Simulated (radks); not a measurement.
Se27+, 7 electrons, occupied as [He] 2s2 2p3 (the NIST ground configuration). Calculated with a radial shooting solver on a logarithmic mesh with Libxc functionals: scalar-relativistic Kohn-Sham, PBE, spin-unpolarised, spherical densities, point nucleus. Some entries of the table are withheld. Estimate them.

| orbital | occ. | eigenvalue (eV) | r(max) (bohr) |
|---|---|---|---|
| 1s | 2 | (1) | (2) |
| 2s | 2 | (3) | 0.1596 |
| 2p | 3 | (4) | (5) |

Answer. 
(1) 1s eigenvalue (eV): -14199.44
(2) 1s r(max) (bohr): 0.02877
(3) 2s eigenvalue (eV): -3056.140
(4) 2p eigenvalue (eV): -2906.806
(5) 2p r(max) (bohr): 0.1265
